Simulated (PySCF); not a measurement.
# Computed structure and properties of Hg2F4

System: Hg2F4 (singlet); start: displaced along the imaginary mode (C2h). Method: PySCF 2.14.0, RKS TPSS, Hg def2-SVP with ECP60, F def2-SVP; non-relativistic Hamiltonian with scalar-relativistic core potentials where named; density fitting; no spin-orbit coupling.

Input of the relaxation:

```python
mol = gto.M(atom='''
Hg    -0.05637    -0.00000     1.78146
Hg     0.05637     0.00000    -1.78146
F      1.27212     0.00000    -0.10371
F     -1.27212    -0.00000     0.10371
F      0.25000    -0.00000     3.74286
F     -0.25000     0.00000    -3.74286''',
    basis={'Hg': 'def2-SVP', 'F': 'def2-SVP'},
    ecp={'Hg': 'def2-SVP'},
    charge=0, spin=0)
mf = dft.RKS(mol, xc='TPSS')
mf.grids.atom_grid = (50, 194)
mf = mf.density_fit()  # fitting sets: Hg def2-universal-JKFIT, F def2-universal-JKFIT
mf.conv_tol = 1e-08; mf.max_cycle = 55
mf.kernel(dm0)  # dm0: converged density of the start geometry
# quasi-Newton relaxation in Cartesian coordinates to a largest gradient under 0.00045 Eh/bohr, steps kept in the point group
```

Run from Python with OMP_NUM_THREADS=2; the lines above give its settings. Where DIIS fails, smearing, a level shift and second-order steps follow.
It took 57 s on 2 threads of Intel(R) Xeon(R) 6975P-C (Granite Rapids) (shared host), from the converged density of the start.

Course of the relaxation:

```
step  energy above end (eV)  largest force component within the symmetry (eV/Å)
   0                 0.3458                                               0.913
   1                 0.2791                                               0.502
   2                 0.1811                                               0.687
   3                 0.1748                                               0.909
   4                 0.0365                                               0.626
   5                 0.0101                                               0.310
   6                 0.0013                                               0.089
   7                 0.0005                                               0.064
   8                 0.0002                                               0.035
   9                 0.0000                                               0.010
  10                 0.0000                                               0.006
```

Relaxed geometry (C2h):

```xyz
6

Hg   -0.4142    0.0000    1.7978
Hg    0.4142    0.0000   -1.7978
F     1.3736    0.0000   -0.0618
F    -1.3736    0.0000    0.0618
F     0.4217    0.0000    3.5467
F    -0.4217    0.0000   -3.5467
```

| contact | Å |
| --- | --- |
| Hg2–F3 (F) | 1.983 |
| Hg1–F4 (F) | 1.983 |
| Hg1–F5 (F) | 1.938 |
| Hg2–F6 (F) | 1.938 |

On the finer grid (75, 302):

| Property | Result |
| --- | --- |
| HOMO | -7.98 eV |
| LUMO | -3.62 eV |
| Dipole about the centre of mass | 0.00 D |
| Set of Mulliken populations of Hg1 outside the core potential | s 2.98, p 6.34, d 9.88, f 0.01 |
| D3(BJ) dispersion energy (not in the energies) | -0.161 eV |

```json
{"atom": "Hg1", "Mulliken (e)": "0.78", "Löwdin (e)": "0.50", "spin (e)": "0.00"}
{"atom": "Hg2", "Mulliken (e)": "0.78", "Löwdin (e)": "0.50", "spin (e)": "0.00"}
{"atom": "F3", "Mulliken (e)": "-0.40", "Löwdin (e)": "-0.25", "spin (e)": "0.00"}
{"atom": "F4", "Mulliken (e)": "-0.40", "Löwdin (e)": "-0.25", "spin (e)": "0.00"}
{"atom": "F5", "Mulliken (e)": "-0.38", "Löwdin (e)": "-0.26", "spin (e)": "0.00"}
{"atom": "F6", "Mulliken (e)": "-0.38", "Löwdin (e)": "-0.26", "spin (e)": "0.00"}
```

No frequency check is given for this geometry.

Taking off one F (charge -1, singlet; the rest: singlet) in vacuum, both parts rigid, costs 12.24 eV; the small basis without counterpoise inflates it. Most of it is the attraction of opposite charges; other ways to part are cheaper, and one spin state was tried for the rest.

Rigid scan of F along the line from its metal:

```tsv
distance to F3 (Å)	energy (eV)
1.68	1.460
1.78	0.529
1.88	0.109
1.98	0.000
2.08	0.074
2.18	0.253
2.38	0.751
2.68	1.556
3.08	2.475
3.58	3.362
```

One start shape was tried, so this needn't be the lowest isomer.
